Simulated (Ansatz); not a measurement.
```yaml
crystal:
  periodic: [false, false, false]
  atoms:
    - {symbol: B, position_ang: [0.755400, 1.176631, -1.426674]}
    - {symbol: Zn, position_ang: [0.386746, 0.342644, -0.432716]}
    - {symbol: Si, position_ang: [0.084260, -0.828846, 0.598768]}
    - {symbol: Zn, position_ang: [-1.276089, -0.756435, 1.223870]}
    - {symbol: H, position_ang: [0.522582, 1.266020, -2.247209]}
    - {symbol: H, position_ang: [1.091315, 2.115151, -1.222423]}
    - {symbol: H, position_ang: [0.700720, -0.609304, 1.539526]}
    - {symbol: H, position_ang: [0.278933, -1.520688, 0.311717]}
    - {symbol: H, position_ang: [-2.529237, -0.771611, 1.333161]}
basis:
  gaussian: {orbitals: def2-SVPD}
total_charge: 1
magnetization: {spin_polarized: true, initial_magnetization: 1}
hamiltonian: {xc: {name: PBE}}
output: {forces: true}
```

```sh
$ ansatz run in.yaml --threads 2 --pin off --events-out ev --progress --plain --max-ram 31744MiB --backend cpu
```

It prints (some lines left out):

```
Functional definition: PBE
1465 factors; their error is unknown
mean field evaluation 1: about -105333.5245 eV, gradient 1.0e2 eV
mean field evaluation 2: about -105022.3590 eV, gradient 1.9e2 eV
mean field evaluation 4: about -105372.5536 eV, gradient 3.8e1 eV
mean field evaluation 8: about -105379.6076 eV, gradient 1.8e0 eV
mean field evaluation 16: about -105379.5676 eV, gradient 5.6e-3 eV
mean field -105379.56761873 eV, -3872.6276811518 hartree, gradient 2.6e-5 eV, S^2 0.753644; 4 other end points of the search recorded, 0 dependent functions left out
reference -105379.56769888 eV, -3872.6276840972 hartree; 42, 41 occupied and 110, 111 virtual orbitals, 1465 factors
Total energy: -105379.56769888 eV, -3872.6276840972 hartree
Atom 0 at     0.755400     1.176631    -1.426674 Å, force    12.530669    13.201677    -7.202308 eV/Å
Atom 1 at     0.386746     0.342644    -0.432716 Å, force    -3.518057     2.123180     4.936469 eV/Å
Atom 2 at     0.084260    -0.828846     0.598768 Å, force     4.213774    45.876097    21.259590 eV/Å
Atom 3 at    -1.276089    -0.756435     1.223870 Å, force   -29.454203     2.556740    15.883385 eV/Å
Atom 4 at     0.522582     1.266020    -2.247209 Å, force    -5.646129     0.939564   -20.072065 eV/Å
Atom 5 at     1.091315     2.115151    -1.222423 Å, force     2.482338     6.411247     2.494092 eV/Å
Atom 6 at     0.700720    -0.609304     1.539526 Å, force     7.703672     2.829575    11.994354 eV/Å
Atom 7 at     0.278933    -1.520688     0.311717 Å, force    20.018051   -73.411811   -30.607292 eV/Å
Atom 8 at    -2.529237    -0.771611     1.333161 Å, force    -8.330116    -0.526270     1.313776 eV/Å
Dipole moment:     0.229193     0.137162    -0.004639 e Å
```

In this input the geometry is squeezed to about two thirds of its size. Self-consistency was reached. The result belongs to that input, not to the molecule as meant.
